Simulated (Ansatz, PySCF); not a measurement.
Br₂H₂OSn, SMILES [Br][SnH]([OH])[Br]. Atoms are numbered in the order given.

```xyz
6

Sn    -0.4070    -0.3049     0.5880
O     -2.0638    -1.2325     0.0791
Br    -0.6232     2.1045     0.0370
Br     1.4679    -1.1856    -0.7776
H     -0.1727    -0.5669     2.2492
H     -2.2774    -1.1386    -0.8576
```
Charge 0, spin multiplicity 1.

Geometry: PBE0-D3(BJ)/def2-SVP. The structure was generated by enumeration; whether it is a known compound was not checked. The def2 effective core potentials stand for the cores of Sn; spin–orbit coupling is left out. One conformer was computed; it need not be the lowest.

Two levels are set side by side: PBE-D3(BJ)/def2-SVP (Ansatz, a first-principles code) and PBE0-D3(BJ)/def2-SVP (Ansatz). Each level has its own optimised geometry; the coordinates shown are those of the second. Frequencies come from the Hessian of PySCF at each geometry. Differences are taken from unrounded values.

```csv
quantity,PBE0-D3(BJ)
mean bond length (Å),1.918
bond Sn1–O2 (Å),1.966
bond Sn1–Br3 (Å),2.481
bond Sn1–Br4 (Å),2.481
bond Sn1–H5 (Å),1.698
bond O2–H6 (Å),0.965
highest harmonic wavenumber (cm⁻¹),3886
mean harmonic wavenumber (cm⁻¹),796
zero-point energy (kcal/mol),13.66
```

Question: What does PBE-D3(BJ) give, and how far is it from PBE0-D3(BJ)? (The exact figures need the calculation; the answer reports its results.)

Answer: 
```
quantity                            PBE-D3(BJ)  PBE-D3(BJ) minus PBE0-D3(BJ)
----------------------------------  ----------  ----------------------------
mean bond length (Å)                     1.941                         0.023
bond Sn1–O2 (Å)                          1.994                         0.028
bond Sn1–Br3 (Å)                         2.509                         0.028
bond Sn1–Br4 (Å)                         2.509                         0.028
bond Sn1–H5 (Å)                          1.717                         0.019
bond O2–H6 (Å)                           0.978                         0.013
highest harmonic wavenumber (cm⁻¹)        3703                          -182
mean harmonic wavenumber (cm⁻¹)            760                           -36
zero-point energy (kcal/mol)             13.04                         -0.61
```

Exact exchange shortens and stiffens bonds; PBE has none. Differences between two approximate levels are no errors against the true value.
